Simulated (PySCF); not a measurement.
# What a mistake does to a calculation on ClH3Si2

These are calculations, not measurements. The program is PySCF 2.14.0, an open-source quantum chemistry code, run on an isolated molecule that a program drew, which may never have been made. The molecule is ClH3Si2 (charge 0, singlet), drawn as the SMILES string `[SiH][SiH2]Cl`.

Each row is a Hartree-Fock (HF) and frozen-core CCSD(T) single point in the cc-pV(D+d)Z basis, meant for a local HF minimum. Run 1 is clean. Each other run has one planted mistake out of seven kinds, and not every kind appears here: one electron removed, one electron added, multiplicity raised by two, geometry at a saddle point, minimal basis STO-3G, one bond length entered in bohr, all coordinates scaled. The reference is restricted for singlets and unrestricted otherwise, and also for a bond in bohr. Adding or removing an electron swaps singlet and doublet. Electrons count all cores. HOMO and LUMO are orbital energies over both spins, the gradient is its largest component, and the lowest frequency (negative if imaginary) is given only where the gradient is small. Bond lengths are over the 5 bonds as drawn. T1 is the CCSD diagnostic: over 0.02 (restricted) or 0.045 (unrestricted) a single reference is doubtful.

Geometry of the clean run:
```xyz
6
ClH3Si2, angstrom
Si    1.7471    0.9610   -1.0645
Si    0.2308   -0.6661   -0.1420
Cl   -0.6924   -1.3295   -1.9109
H     2.6967   -0.1344   -1.4987
H     0.8163   -1.8448    0.5303
H    -0.8432   -0.1254    0.7164
```

| run | electrons | basis functions | <S^2> | HOMO (eV) | LUMO (eV) | gradient (hartree/bohr) | lowest frequency (cm^-1) | mean bond (Å) | longest bond (Å) | T1 | HF (hartree) | CCSD(T) (hartree) | mistake |
|---|---|---|---|---|---|---|---|---|---|---|---|---|---|
| 1 | 48 | 84 | 0.000 | -8.99 | -0.21 | 2.4e-05 | 74 | 1.7958 | 2.408 | 0.0130 | -1039.10543 | -1039.48346 | no fault |
| 2 | 48 | 30 | 0.000 | -6.43 | 4.81 | 3.7e-02 | - | 1.7958 | 2.408 | 0.0075 | -1027.51606 | -1027.61943 | minimal basis STO-3G |
| 3 | 49 | 84 | 0.767 | -1.82 | 6.88 | 2.9e-02 | - | 1.7958 | 2.408 | 0.0147 | -1039.14166 | -1039.52868 | one electron added |
| 4 | 48 | 84 | 1.256 | -8.63 | 0.05 | 1.2e-02 | - | 2.0588 | 2.793 | 0.0645 | -1039.00479 | -1039.36596 | ? |

**Which mistake was planted in run 4, and what did it cost?**

The mean bond changes by a factor of 1.146 and the longest by 1.160, so the molecule wasn't scaled as a whole. A length L in bohr read as angstrom grows by (1/0.5292 - 1) L = 0.890 L. The 5 bonds together grew by 5 x 0.2630 = 1.315 Å, which gives L = 1.478 Å. That is the length of one of the H-Si bonds, 1.478 Å in the clean geometry. So the mistake is: one bond length entered in bohr. Subtracting run 1 and multiplying by 627.51 kcal/mol a hartree, the energy moved by 63.2 kcal/mol in HF and 73.7 kcal/mol in CCSD(T).

Cautions from the logs. Run 4: T1 is over the limit, so its CCSD(T) energy is less reliable.
